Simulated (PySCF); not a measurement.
PySCF input file for CH8O2Si2, SMILES [SiH3][Si](O)(O)C, KT2/pcSseg-1. Geometry optimised at PBE0-D3(BJ)/def2-SVP. The structure was generated by enumeration, and PubChem lists no compound with its InChIKey, so it may never have been made. The values are those of a single conformer.

```python
import numpy as np
from pyscf import gto, scf, dft
from pyscf.prop.nmr import rks as nmr

mol = gto.M(
    atom='''
    Si    1.68604106    0.93205666   -0.01069286
    Si   -0.35039687   -0.22615459    0.02386220
    C    -1.74817129    0.80392837   -0.68043439
    O    -0.25156730   -1.67041851   -0.81571428
    O    -0.59511821   -0.62449715    1.61949011
    H     2.02469909    1.31792243   -1.41957036
    H     2.79857248    0.08714772    0.52163200
    H     1.60809470    2.19110661    0.79574577
    H    -1.88316181    1.72360683   -0.08996206
    H    -2.69995859    0.24767212   -0.66472982
    H    -1.54375907    1.10279755   -1.72151256
    H    -0.53995045   -1.66152013   -1.73229649
    H    -1.20104335   -1.35560697    1.77872231
    ''',
    basis='pcSseg-1',
    charge=0,
    spin=0,
    max_memory=1600,
    verbose=3,
)
mf = dft.RKS(mol, xc='kt2')
mf.grids.level = 3
mf.conv_tol = 1e-10
mf.max_cycle = 100
mf.kernel()
n = nmr.NMR(mf)
n.verbose = 2
n.max_cycle_cphf = 60
sigma = n.kernel()
print('atom   isotropic/ppm   span/ppm')
for i, s in enumerate(sigma):
    w = np.linalg.eigvalsh((s + s.T) / 2)
    print(f'{mol.atom_symbol(i):2s}{i + 1:3d} {w.mean():14.3f} {w[2] - w[0]:11.3f}')
```

Program output:

```
converged SCF energy = -780.305783793683
atom   isotropic/ppm   span/ppm
Si  1        480.637       8.970
Si  2        342.861      47.540
C   3        176.042      27.253
O   4        258.891      62.655
O   5        263.337      73.809
H   6         28.073       7.656
H   7         27.810       8.463
H   8         27.820       8.059
H   9         30.820       9.253
H  10         31.010       9.785
H  11         31.181       8.620
H  12         30.201      18.491
H  13         29.774      19.532
```

The run converged.

Cost: roughly 60 core-seconds.
